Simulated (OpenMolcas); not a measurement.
## An input for C5H12Si (SMILES C=C[Si](C)(C)C)

C5H12Si has 18 atoms, charge 0, and is taken as a singlet. SMILES: `C=C[Si](C)(C)C`. Geometry: relaxed at PBE0-D4/def2-TZVP. This is one conformer, not always the lowest.

```xyz
18

C    -2.4635   -0.5608    0.4411
C    -1.6000    0.0415   -0.3722
Si    0.2500    0.0980   -0.1112
C     0.6938   -0.8173    1.4613
C     0.7913    1.8894    0.0123
C     1.0951   -0.7025   -1.5817
H    -3.5338   -0.5703    0.2520
H    -2.1382   -1.0766    1.3408
H    -2.0090    0.5366   -1.2545
H     0.2185   -0.3653    2.3356
H     1.7751   -0.7929    1.6220
H     0.3894   -1.8660    1.4138
H     0.3219    2.3833    0.8667
H     1.8758    1.9638    0.1322
H     0.5170    2.4463   -0.8876
H     0.8076   -1.7526   -1.6761
H     0.8258   -0.1974   -2.5133
H     2.1832   -0.6573   -1.4811
```

Settings wanted:

| Setting | Value |
| --- | --- |
| method | DFT |
| reference | RKS |
| basis set | 6-31G* |
| task | gradient |
| functional | BHLYP |
| nucleus | point |
| integration grid | UltraFine |
| SCF convergence threshold | 1e-10 |
| d and f functions | spherical |

Question: Write the OpenMolcas 26.06 input and the command.

Answer: This one ran through:

test.input:
```
* C5H12Si Kohn-Sham DFT

&gateway
  baslib
  $CurrDir
  coord
  18
  angstrom
  C       -2.463470      -0.560850       0.441110
  C       -1.600000       0.041460      -0.372240
  Si       0.250010       0.097990      -0.111240
  C        0.693770      -0.817270       1.461280
  C        0.791320       1.889350       0.012330
  C        1.095130      -0.702450      -1.581740
  H       -3.533840      -0.570330       0.252000
  H       -2.138230      -1.076560       1.340760
  H       -2.008990       0.536650      -1.254490
  H        0.218540      -0.365270       2.335650
  H        1.775050      -0.792910       1.621980
  H        0.389440      -1.865980       1.413780
  H        0.321910       2.383320       0.866720
  H        1.875770       1.963820       0.132240
  H        0.516990       2.446350      -0.887640
  H        0.807560      -1.752570      -1.676110
  H        0.825840      -0.197420      -2.513330
  H        2.183160      -0.657310      -1.481070
  basis
  6-31Gs
  group
  NoSym

&seward
  gridinput
  Grid=UltraFine
  End of Grid

&scf
  ksdft
  HYB_GGA_XC_BHANDHLYP
  thresholds
  1e-10 1e-07 1e-07 1e-05
  prorbitals
  1 1

&alaska
```

```bash
$ export MOLCAS_MEM=1860
$ pymolcas test.input > test.log
```

(Basis files named in the input come from the Basis Set Exchange and aren't shown.)

Calculated total energy: -487.10506 Eh, largest force 0.249 eV/Å.
